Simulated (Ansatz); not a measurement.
Relaxation of C2H9GeNSi (14 atoms, charge 0, multiplicity 1), to a largest force component of 0.015 eV/Å in at most 40 steps.

All numbers below come from RKS B3LYP-D4/def2-SVP (Ansatz).

```xyz
14
Properties=species:S:1:pos:R:3
C -0.023 0.874 1.428
C -0.356 0.163 0.350
Ge -1.938 0.548 -0.733
Si 0.810 -1.243 -0.119
N 2.379 -0.661 -0.522
H 0.800 0.730 2.029
H -0.685 1.754 1.692
H -3.135 0.458 0.158
H -1.788 1.999 -1.250
H -2.001 -0.467 -1.864
H 0.802 -2.199 1.028
H 0.200 -1.933 -1.274
H 2.683 -0.140 0.332
H 2.239 0.085 -1.227
```

Where does it end, and by what steps?

It converged. After 9 steps the energy has fallen by 0.414 eV; H13 moved furthest, 0.44 Å.

```tsv
step	energy less start (eV)	largest force component (eV/Å)	accepted
0	0.0000	3.499	yes
1	-0.2984	1.394	yes
2	-0.2291	1.283	no
3	-0.3821	0.402	yes
4	-0.4020	0.174	yes
5	-0.4123	0.088	yes
6	-0.4140	0.056	yes
7	-0.4143	0.022	yes
8	-0.4137	0.143	no
9	-0.4144	0.008	yes
```

```xyz
14
Properties=species:S:1:pos:R:3
C -0.161 0.943 1.444
C -0.409 0.194 0.355
Ge -2.020 0.580 -0.704
Si 0.806 -1.182 -0.121
N 2.426 -0.677 -0.491
H 0.723 0.778 2.079
H -0.810 1.764 1.777
H -3.284 0.466 0.178
H -1.957 2.015 -1.274
H -2.142 -0.411 -1.879
H 0.917 -2.121 1.036
H 0.261 -1.880 -1.319
H 3.040 -0.390 0.266
H 2.599 -0.108 -1.315
```

Whether the end is a true minimum wasn't checked by a vibrational analysis.

Time of the run: 46 s on 2 threads of AMD EPYC 7B13 (Zen 3) (shared host), peak memory 0.4 GiB.
